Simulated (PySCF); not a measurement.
# Stretching CaS

Set-up: basis Ca x2c-TZVPall, S x2c-TZVPall; spin-free X2C with a Gaussian nucleus; PySCF 2.14. Energies in eV from Ca + S in their ground configurations at the same level. State: ¹Σ⁺ (singlet), closed shell.

All columns are PBE0. A positive dipole means Ca(−)S(+).

```csv
R (Å),E (eV),μ (D),Mulliken charge on Ca (basis-dependent),HOMO (eV),LUMO (eV),Mayer bond order,⟨S²⟩
1.980,-2.318,-8.33,0.79,-5.09,-1.88,2.04,0.00
2.072,-2.973,-8.99,0.78,-5.21,-2.05,2.03,0.00
2.164,-3.341,-9.55,0.77,-5.19,-2.20,2.02,0.00
2.233,-3.473,-9.90,0.76,-5.07,-2.32,2.02,0.00
2.302,-3.510,-10.22,0.75,-4.97,-2.43,2.01,0.00
2.371,-3.475,-10.48,0.74,-4.88,-2.53,2.01,0.00
2.463,-3.342,-10.78,0.73,-4.79,-2.66,2.01,0.00
2.578,-3.084,-11.06,0.71,-4.70,-2.82,1.99,0.00
2.716,-2.696,-11.26,0.69,-4.63,-2.99,1.96,0.00
2.901,-2.133,-11.36,0.66,-4.60,-3.19,1.89,0.00
```

A fit through these points gives, at Re = 2.300 Å, μ = -10.21 D and dμ/dR = -4.20 D/Å; the reduced mass is 17.76 u.

Task: How strong is the fundamental in the double-harmonic approximation, I = 42.26·(dμ/dR)²/μred km/mol?

Result: I = 42.26·(-4.20)²/17.76 = 42.0 km/mol at PBE0.
